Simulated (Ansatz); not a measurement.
Molecule: 1-methylcyclopenta-1,3-diene, C6H8, net charge 0, singlet state. SMILES: CC1=CC=CC1
Geometry from a B3LYP-D3(BJ)/def2-TZVP (Ansatz, a program for electronic structure) optimisation:
```xyz
14

C      2.1773    -0.0375     0.0303
C      0.6888    -0.0542    -0.0370
C     -0.1033    -0.7733    -0.8541
C     -1.5091    -0.4754    -0.5727
C     -1.5839     0.4277     0.4184
C     -0.1915     0.7831     0.8552
H      2.6126    -0.7170    -0.7030
H      2.5365    -0.3347     1.0205
H      2.5753     0.9641    -0.1600
H      0.2380    -1.4692    -1.6086
H     -2.3453    -0.9224    -1.0919
H     -2.4805     0.8464     0.8497
H     -0.0223     0.5573     1.9149
H      0.0164     1.8533     0.7369
```
Charge 0, spin multiplicity 1.

Quantity: atomisation energy (electronic, to ground-state atoms), in kcal/mol. Valence correlation only, unless marked. Open shells are spin-unrestricted. Spin-orbit coupling is left out. No relativistic terms. The coupled-cluster limit lacks core correlation, which all-electron functionals hold. Basis-set limits of correlation are two-point, X^-3; Hartree-Fock from the larger set.

The Hartree-Fock reference is unstable (checked in the largest basis), which strains HF and MP2. 

```
level                                program  atomisation energy (kcal/mol)
----------------------------  --------------  -----------------------------
PBE0/def2-QZVPP                       Ansatz                            [?]
BHLYP-D3(BJ)/def2-TZVPD       Ansatz + dftd3                            [?]
r2SCANh/def2-TZVPD                    Ansatz                         1474.5
CCSD(T)/CBS(cc-pVTZ,cc-pVQZ)          Ansatz                         1474.5
```

Q: Some entries are withheld; supply them.

A: 
- PBE0/def2-QZVPP, atomisation energy (kcal/mol): 1492.5
- BHLYP-D3(BJ)/def2-TZVPD, atomisation energy (kcal/mol): 1439.6
